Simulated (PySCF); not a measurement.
Gas-phase reaction: GeF₄ + 2 H₂ ⇌ GeH₂F₂ + 2 HF

Method: PySCF energies plus ideal-gas RRHO corrections (1 bar). † marks an energy on the PBE0/def2-TZVP geometry and frequencies; other levels use their own. MP2 freezes the core. All species are closed-shell singlets. Ge: all electrons, no relativistic terms. GeH₂F₂: computed as isolated molecules; such fragments, hydroxides, amides, oligomers or adducts are transient or little studied in the gas. MP2 isn't extrapolated to the basis-set limit; its ΔH°(298 K) is 117.3 kJ in def2-SVP and 105.5 kJ in def2-TZVPP. The harmonic model lacks anharmonicity and excited electronic states, which grow with temperature; levels with a mode under 35 cm⁻¹ are left out.

```
level               ΔE electronic, kJ  ΔH°(298 K), kJ  ΔS°(298 K), J/K  ΔG°(1000 K), kJ
------------------  -----------------  --------------  ---------------  ---------------
MP2/def2-TZVPP†                    85             106               61               54
PBE/def2-SVP                      103             122               58               74
PBE0/def2-QZVP†                    60              80               61               29
PBE0/def2-TZVP                     72              92               61               41
ωB97X-V/def2-TZVP†                 92             112               61               61
```
ΔH° is lowest at PBE0/def2-QZVP† and highest at PBE/def2-SVP. No reference value is set beside these.
